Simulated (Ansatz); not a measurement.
Consider the ligand exchange at the Si–O bond: `BO[SiH](O)[SiH3]` + HCl → `O[SiH]([SiH3])Cl` + `BO`.

Isolated molecules relaxed with PBE0-D4/def2-TZVP in Ansatz; ΔE leaves out vibrations. CCSD(T)/CBS adds triple-zeta CCSD(T) − MP2 to the extrapolated MP2 energy (def2 sets, frozen cores). This one scheme is used for every species. DFT in def2-TZVPP. B3LYP here is the variant with VWN-RPA as its local correlation; programs differ in this. One conformer a species, not always the lowest.

(1) Is it downhill or uphill in electronic energy at CCSD(T)/CBS, and by how much? (Estimate.)

(2) What do these levels give: PBE-D4, r2SCAN-D4, PBE0-D4, B3LYP-D4, ωB97M-V, PBE, r2SCAN, PBE0, MP2/def2-TZVPP, CCSD/def2-TZVPP, SCS-MP2/def2-QZVPP, CCSD/CBS(def2)? (An estimate is asked.)

Largest T1 diagnostic among the species: 0.014.

Results:

(1) Computed: Downhill: ΔE = -7.4 kJ/mol.

(2) The calculation gave: PBE-D4 -18.5, r2SCAN-D4 -12.3, PBE0-D4 -15.8, B3LYP-D4 -8.1, ωB97M-V -10.3, PBE -20.8, r2SCAN -13.2, PBE0 -17.9, MP2/def2-TZVPP -8.5, CCSD/def2-TZVPP -3.3, SCS-MP2/def2-QZVPP -7.2, CCSD/CBS(def2) -6.5 kJ/mol.

The D4 term adds +3.3 kJ/mol with B3LYP and +2.1 kJ/mol with PBE0; it sums over pairs of atoms, weighted by their polarisabilities, and B3LYP, whose exchange is more repulsive, gets the larger term.
